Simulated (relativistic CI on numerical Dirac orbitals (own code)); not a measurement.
Rh2+: q coefficients and field-shift factors

Method of calculation: Dirac-Coulomb-Breit CI, orbitals from a KLI potential per configuration, valence Slater integrals scaled by 0.85, P86 correlation energy added to each configuration, derivatives by finite differences, QED left out (own radial code, finite nucleus).

CI space (outside the closed core [Ar] 3d10 4s2): 4p⁶4d⁷, 4p⁶4d⁶5s, 4p⁶4d⁶5p, 4p⁶4d⁵5s², 4p⁶4d⁶5d, 4p⁵4d⁸. Levels of other configurations are missing.

With x = (α/α₀)² − 1 an excitation energy changes as ω = ω₀ + qx; K = 2q/ω₀ is the relative enhancement. Terms are leading LS components, so labels can repeat. The field-shift factor is F = δν/δ⟨r²⟩ for the transition from the lowest level.

Lowest level 4p⁶4d⁷ ⁴F9/2.

| Level | ω₀ (cm⁻¹) | q (cm⁻¹) | K | F (GHz/fm²) |
| --- | --- | --- | --- | --- |
| 4p⁶4d⁷ ⁴F7/2 | 1984.4 | 2068 | 2.08 | 0.0363 |
| 4p⁶4d⁷ ⁴F5/2 | 3252.6 | 3116 | 1.92 | 0.0587 |
| 4p⁶4d⁷ ⁴F3/2 | 4055.5 | 3693 | 1.82 | 0.0734 |
| 4p⁶4d⁷ ⁴P5/2 | 12107.0 | 874.3 | 0.144 | 0.255 |
| 4p⁶4d⁷ ⁴P3/2 | 12158.0 | 157.3 | 0.0259 | 0.221 |
| 4p⁶4d⁷ ²G9/2 | 13180.3 | 804 | 0.122 | 0.111 |
| 4p⁶4d⁷ ⁴P1/2 | 13457.2 | 2018 | 0.3 | 0.263 |
| 4p⁶4d⁷ ²G7/2 | 15125.8 | 2752 | 0.364 | 0.163 |
| 4p⁶4d⁷ ²P3/2 | 17107.4 | 1604 | 0.187 | 0.231 |
| 4p⁶4d⁷ ²H11/2 | 17607.3 | 1472 | 0.167 | 0.075 |
| 4p⁶4d⁷ ²D5/2 | 18827.9 | 1652 | 0.175 | 0.287 |
| 4p⁶4d⁷ ²P1/2 | 19317.4 | 3507 | 0.363 | 0.203 |
| 4p⁶4d⁷ ²H9/2 | 19569.7 | 3744 | 0.383 | 0.124 |
| 4p⁶4d⁷ ²D3/2 | 22253.9 | 5308 | 0.477 | 0.345 |
| 4p⁶4d⁷ ²F5/2 | 28433.3 | 907.3 | 0.0638 | 0.36 |
| 4p⁶4d⁷ ²F7/2 | 29411.1 | 2101 | 0.143 | 0.385 |
| 4p⁶4d⁷ ²D3/2 | 44508.2 | 1175 | 0.0528 | 0.429 |
| 4p⁶4d⁷ ²D5/2 | 45539.1 | 2284 | 0.1 | 0.483 |
| 4p⁶4d⁶5s ⁶D9/2 | 45670.0 | -10590 | -0.464 | 6.93 |
| 4p⁶4d⁶5s ⁶D7/2 | 46971.3 | -9239 | -0.393 | 6.95 |
| 4p⁶4d⁶5s ⁶D5/2 | 47821.4 | -8523 | -0.356 | 6.96 |
| 4p⁶4d⁶5s ⁶D3/2 | 48394.1 | -8034 | -0.332 | 6.97 |
| 4p⁶4d⁶5s ⁶D1/2 | 48727.9 | -7747 | -0.318 | 6.97 |

For a near-neutral ion this model can misplace configurations by up to about 10,000 cm⁻¹ (more where the count of f electrons changes) and terms by 10 to 25 % of their spread. Rates follow the energies as ν³ (E1, M1) or ν⁵ (E2), so they and the lifetimes can be off by large factors. The fine structure of a lone outer electron comes out too small, for d and f at times inverted, and misplaced configurations move strength between like terms.
